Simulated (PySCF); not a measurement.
Nb(S)(OH)(NH2)2 (H5N2NbOS), SMILES [NH2][Nb]([NH2])([OH])=[S], multiplicity 1.

The structure is a stationary point at B3LYP-D3(BJ)/def2-SVP. The spin state was assumed, not searched. The structure was generated by enumeration; whether it is a known compound was not checked. The def2 effective core potentials stand for the cores of Nb; spin–orbit coupling is left out. Other conformers were not sampled.

Method: TDDFT-PBE/def2-SVPD in PySCF.

Vertical excitations. Gas-phase values at a fixed geometry. State labels are in the subgroup Cs.

Computed lowest excited states:
```
state  symmetry  energy (eV)  λ (nm)      f                                                                  main pairs
-----  --------  -----------  ------  -----  --------------------------------------------------------------------------
S1           A'         3.83     324  0.008                                                              HOMO→LUMO 96 %
S2           A"         3.98     312  0.000                                                            HOMO−1→LUMO 93 %
S3           A"         4.20     295  0.019                                                            HOMO→LUMO+1 87 %
S4           A'         4.26     291  0.001                                        HOMO−2→LUMO 56 %, HOMO−1→LUMO+1 42 %
S5           A"         4.37     284  0.000                                                          HOMO−2→LUMO+1 90 %
S6           A"         4.62     268  0.010                                                            HOMO−3→LUMO 81 %
S7           A"         4.75     261  0.006                                                            HOMO→LUMO+2 91 %
S8           A'         4.86     255  0.046  HOMO−1→LUMO+1 40 %, HOMO−2→LUMO 27 %, HOMO−4→LUMO+1 7 %, HOMO−3→LUMO+2 6 %
S9           A"         4.93     251  0.000                                                            HOMO−4→LUMO 95 %
S10          A'         4.96     250  0.011                                                          HOMO−3→LUMO+1 89 %
T1           A'         3.44     361      0                                            HOMO−2→LUMO 74 %, HOMO→LUMO 13 %
T2           A'         3.62     343      0                                                              HOMO→LUMO 85 %
T3           A"         3.67     338      0                                        HOMO−1→LUMO 83 %, HOMO−2→LUMO+1 14 %
T4           A'         3.81     326      0                                        HOMO−1→LUMO+1 84 %, HOMO−2→LUMO 13 %
```
Triplets are in the Tamm–Dancoff approximation, which puts them higher than full response would, so one can lie above its singlet here.
